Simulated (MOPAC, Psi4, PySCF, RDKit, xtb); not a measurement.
Two geometries of SMILES O/C=C\S, singlet, relaxed at B3LYP-D3(BJ)/def2-SVP with one dihedral held; other torsions can differ between them too.

Structure A

```
8

O     -1.6623     0.9205     0.0141
C     -0.9998    -0.2608     0.0258
C      0.3180    -0.4824    -0.1000
S      1.6413     0.6799    -0.3234
H     -1.0404     1.6517    -0.1037
H     -1.6855    -1.1018     0.1582
H      0.6784    -1.5119    -0.0666
H      0.9126     1.8210    -0.3253
```

Structure B

```
8

O     -1.5076     0.9638     0.0147
C     -0.9785    -0.2673     0.0115
C      0.3312    -0.5722    -0.0601
S      1.5206     0.7218    -0.3531
H     -0.7653     1.5984    -0.0057
H     -1.7401    -1.0503     0.0843
H      0.6598    -1.6126    -0.0727
H      2.2532     0.5837     0.7811
```

Which is lower in energy at the level DF-MP2 (frozen core)/cc-pVTZ // B3LYP-D3(BJ)/def2-SVP (Psi4 1.11), and by how much?

B is lower, by 4.74 kcal/mol (dihedral C2–C3–S4–H8: 0° in A, 120° in B).

E(B) − E(A) in kcal/mol at the other levels, on the same two geometries: MMFF94 // B3LYP-D3(BJ)/def2-SVP (RDKit) -1.80; PBE0/def2-TZVP // B3LYP-D3(BJ)/def2-SVP (Psi4) -5.07; PBE0-D3(BJ)/def2-TZVP // B3LYP-D3(BJ)/def2-SVP (Psi4) -5.05; PBE/def2-TZVP // B3LYP-D3(BJ)/def2-SVP (Psi4) -4.73; PBE-D3(BJ)/def2-TZVP // B3LYP-D3(BJ)/def2-SVP (Psi4) -4.71; r2SCAN/def2-TZVP // B3LYP-D3(BJ)/def2-SVP (Psi4) -4.88; HF/cc-pVTZ // B3LYP-D3(BJ)/def2-SVP (Psi4) -4.92; UFF // B3LYP-D3(BJ)/def2-SVP (RDKit) -8.58; PM6, restricted, heats of formation // B3LYP-D3(BJ)/def2-SVP (MOPAC) -2.49; PM7, restricted, heats of formation // B3LYP-D3(BJ)/def2-SVP (MOPAC) -1.16; GFN1-xTB // B3LYP-D3(BJ)/def2-SVP (xtb) -0.12; restricted B3LYP/6-31G*, spherical d // B3LYP-D3(BJ)/def2-SVP (PySCF) -5.37; restricted M06-2X/6-31G*, spherical d // B3LYP-D3(BJ)/def2-SVP (PySCF) -5.86; restricted LDA (SVWN5)/6-31G*, spherical d // B3LYP-D3(BJ)/def2-SVP (PySCF) -6.43; restricted BP86/6-31G*, spherical d // B3LYP-D3(BJ)/def2-SVP (PySCF) -5.58.
